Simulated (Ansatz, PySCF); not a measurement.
Species: H₂S₂, charge 0, multiplicity 1. 
Coordinates optimised at B3LYP-D3(BJ)/def2-TZVP (Ansatz, a program for electronic structure):
```xyz
4

S     -0.9222     0.0561     0.4718
S      0.9228     0.0543    -0.4709
H     -1.5351    -0.8736    -0.2871
H      1.5259    -0.8942     0.2724
```
Charge 0, spin multiplicity 1.

Dipole moments at this geometry, in debye (magnitudes).

| level | program | dipole (D) |
|---|---|---|
| SVWN5/def2-TZVPD | Ansatz | 1.15 |
| PBE/def2-TZVPD | Ansatz | 1.10 |
| BLYP/def2-TZVPD | Ansatz | 1.05 |
| M06-2X/def2-TZVPD | PySCF | ___ |
| CAM-B3LYP/def2-TZVPD | Ansatz | 1.16 |
| CCSD(T)/aug-cc-pV(D+d)Z | Ansatz | ___ |

Task: Complete the blanks.

Result: 
- M06-2X/def2-TZVPD, dipole (D): 1.15
- CCSD(T)/aug-cc-pV(D+d)Z, dipole (D): 1.14
